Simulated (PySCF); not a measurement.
## Two-component Hartree-Fock for Ni³⁺ (nickel, charge +3)

Start: [Ar] 3d7; 3d3/2 filled at m_j = -3/2, -1/2, +1/2, +3/2; 3d5/2 filled at m_j = +1/2, +3/2, +5/2. Calculated with PySCF 2.14 in x2c-TZVPall-2c: generalised Hartree-Fock with the X2C-1e Hamiltonian and a Gaussian nucleus; one run each with spin-orbit coupling (SO) switched off, then screened by Boettger's factors.

| spinor shell | electrons | ε, spin-free (eV) | ε, screened SO (eV) | weight of nominal j (screened SO) | rms radius, screened SO (bohr) |
| --- | --- | --- | --- | --- | --- |
| 1s1/2 | 2 | -8442.9 | -8442.8 | 1.000 | 0.0624 |
| 2s1/2 | 2 | -1091.6 | -1091.5 | 1.000 | 0.265 |
| 2p1/2 | 2 | -940.75 | -953.26 | 0.995 | 0.236 |
| 2p3/2 | 4 | -940.75 | -934.58 | 0.998 | 0.239 |
| 3s1/2 | 2 | -175.52 | -175.49 | 1.000 | 0.789 |
| 3p1/2 | 2 | -128.98 | -134.89 | 0.647 | 0.828 |
| 3p3/2 | 4 | -128.98 | -126.04 | 0.824 | 0.839 |
| 3d5/2 | 3 | -58.976 | -60.269 | 0.782 | 0.979 |
| 3d3/2 | 4 | -58.976 | -58.015 | 0.704 | 0.996 |

```csv
quantity,spin-free,screened SO
E (hartree),-1517.01217,-1517.05008
M_J,9/2,9/2
⟨J²⟩,24.755,24.755
⟨L²⟩,12.002,12.027
⟨S²⟩,3.752,3.744
```

Each row is a mean over spinors that exchange with the open shell spreads, by up to 13.363 eV (3p3/2).

Rows whose weight is well below 1 are mixtures of j = l ± 1/2: exchange outweighs spin-orbit coupling there, and the label is only the starting occupation.

Without spin-orbit coupling the j labels of p, d and f shells carry no meaning; the spin-free column gives the mean over the occupied spinors of each nl shell.
